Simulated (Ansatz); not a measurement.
Computed with Ansatz on PBE0-D4/def2-TZVP structures; ΔE is electronic, products minus reactants. CCSD(T)/CBS is the MP2 limit (def2-TZVPP, def2-QZVPP) plus CCSD(T) − MP2 in def2-TZVPP, frozen cores. DFT in def2-TZVPP. For Se outer-core shells are correlated without core-valence functions, which leaves a few kJ/mol of doubt a bond. Scalar relativity is left out up to krypton. Each species was taken in one conformer, which may not be the lowest.

Consider the redistribution: `[NH2][AlH][SeH]` + `OB(Cl)CCl` → `Cl[CH2][AlH][SeH]` + `NB(O)Cl`.

```csv
level,ΔE (kcal/mol),difference from CCSD(T)/CBS
PBE-D4,-0.7,-1.1
r2SCAN-D4,0.3,-0.1
ωB97X-V,0.3,-0.1
B2PLYP,0.5,0.1
PBE,-0.6,-1.0
PBE0,-0.7,-1.1
HF/def2-TZVPP,0.0,-0.4
CCSD/def2-TZVPP,0.8,0.4
SCS-MP2/def2-QZVPP,0.9,0.5
MP2/CBS(def2),0.5,0.1
CCSD(T)/CBS,0.4,0
```

Largest T1 diagnostic among the species: 0.011.

In def2-TZVPP, CCSD(T) changes the Hartree–Fock value by +0.9 kcal/mol (the triples alone add +0.1 kcal/mol) and MP2 by +1.0 kcal/mol.
